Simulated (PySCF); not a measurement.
H3MnO5, SMILES [Mn](=[O])([OH])(=[O])([OH])[OH], multiplicity 1.

The structure is a stationary point at B3LYP-D3(BJ)/def2-SVP. The multiplicity is an assumed one; other spin states were not compared. One conformer was computed; it need not be the lowest.

Two levels are set side by side: TDA-PBE/def2-SVPD (PySCF) and TDA-LC-ωPBE/def2-SVPD (PySCF). Vertical, same geometry. The lowest singlet is HOMO→LUMO 98 % with PBE and HOMO→LUMO 57 %, HOMO−2→LUMO 15 %, HOMO−1→LUMO 13 % with the other functional; states are paired by order. Differences are taken from unrounded values.

| quantity | TDA-PBE |
|---|---|
| lowest singlet excitation (eV) | 1.13 |
| lowest triplet excitation (TDA) (eV) | 0.93 |

Problem. These are the TDA-PBE values. What does TDA-LC-ωPBE give? (An estimate is asked for; the answer gives what the named calculation found.)

Solution. 
```json
[
 {"quantity": "lowest singlet excitation (eV)", "TDA-LC-ωPBE": "1.79", "TDA-PBE minus TDA-LC-ωPBE": "-0.66"},
 {"quantity": "lowest triplet excitation (TDA) (eV)", "TDA-LC-ωPBE": "1.17", "TDA-PBE minus TDA-LC-ωPBE": "-0.24"}
]
```

Functionals without exact exchange tend to place singlet excitations lower, as here. Differences between two approximate levels are no errors against the true value.

Rough cost on one machine, each run with all the roots and properties that it gave: TDA-LC-ωPBE against TDA-PBE about 2 times.
